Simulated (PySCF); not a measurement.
silacyclobutane (C3H8Si), SMILES [SiH2]1CCC1.

The structure is a stationary point at B3LYP-D3(BJ)/def2-SVP.

Computed with B3LYP-D3(BJ)/def2-SVP (PySCF).

Frequencies are harmonic and unscaled.

Computed harmonic wavenumbers and intensities:
```tsv
mode	ν (cm⁻¹)	IR (km/mol)	Raman (Å⁴/amu)	depolarisation	moving atoms (share of kinetic energy)
1	149	0.4	0.2	0.15	H 62 %, C 35 %
2	412	5.2	2.0	0.33	H 71 %, C 16 %, Si 13 %
3	504	0.1	5.8	0.75	H 95 %
4	541	19.9	8.2	0.30	H 40 %, Si 34 %, C 27 %
5	641	2.6	15.2	0.75	C 49 %, H 36 %, Si 15 %
6	672	16.0	9.1	0.11	H 59 %, C 28 %, Si 13 %
7	744	19.2	8.3	0.75	H 81 %, C 14 %
8	815	123.2	4.3	0.75	H 74 %, Si 16 %, C 10 %
9	825	8.0	4.4	0.10	H 51 %, C 47 %
10	892	20.1	11.6	0.16	C 51 %, H 44 %
11	921	17.6	11.6	0.23	H 55 %, C 41 %
12	957	13.5	6.4	0.75	C 63 %, H 36 %
13	964	114.3	13.0	0.70	H 91 %
14	981	0.1	2.8	0.75	H 97 %
15	1081	1.1	2.4	0.75	H 72 %, C 28 %
16	1152	17.2	2.3	0.30	H 59 %, C 41 %
17	1208	1.7	6.3	0.64	H 72 %, C 28 %
18	1238	1.4	9.6	0.75	H 84 %, C 16 %
19	1288	2.1	2.4	0.75	H 74 %, C 26 %
20	1415	5.0	7.4	0.75	H 91 %, C 9 %
21	1432	4.3	21.8	0.74	H 92 %, C 8 %
22	1470	0.7	10.6	0.63	H 91 %, C 9 %
23	2201	151.4	193.3	0.14	H 97 %
24	2209	137.6	104.1	0.52	H 96 %
25	3033	45.2	135.3	0.21	H 95 %
26	3056	20.1	14.1	0.75	H 94 %
27	3057	3.4	235.4	0.14	H 94 %
28	3084	21.7	95.7	0.46	H 90 %, C 10 %
29	3126	11.7	101.9	0.75	H 91 %, C 9 %
30	3126	16.9	95.1	0.49	H 90 %, C 10 %
```
